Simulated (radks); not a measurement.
The numbers below are computed, except where a source is named.
Q: The table gives one normalised radial function P(r) = r R(r) of Eu in [Xe] 4f7 6s2 (r in bohr). Code: a radial shooting solver on a logarithmic mesh with Libxc functionals. Model: scalar-relativistic Kohn-Sham, PBE, spin-polarised, spherical densities, point nucleus; open shells are filled with parallel spins first (spin-orbit coupling, left out, can overturn this in heavy ions); hard spherical wall at 2.5 bohr.

r,P
0.002875,0.0000
0.004221,0.0000
0.006148,0.0000
0.009025,0.0000
0.01325,0.0001
0.01945,0.0003
0.02856,0.0012
0.04193,0.0044
0.06156,0.0154
0.09038,0.0487
0.1327,0.1350
0.1948,0.3158
0.286,0.5986
0.4166,0.8828
0.6116,1.0064
0.8979,0.8967
1.318,0.6694
1.935,0.3540

Which n and l does it have? It may be an empty orbital.

A: n = 4, l = 3: the number of nodes gives n - l - 1 = 0, the rise at small r (about r^(l+1), flatter next to the nucleus through relativity) gives l, and the extent must fit the shell. The curve is that of 4f down; the table hardly tells the two spins apart. 4f down (empty): eigenvalue 37.134 eV, 0 radial nodes, <r> = 0.923 bohr, 90 % of the charge inside 1.57 bohr.
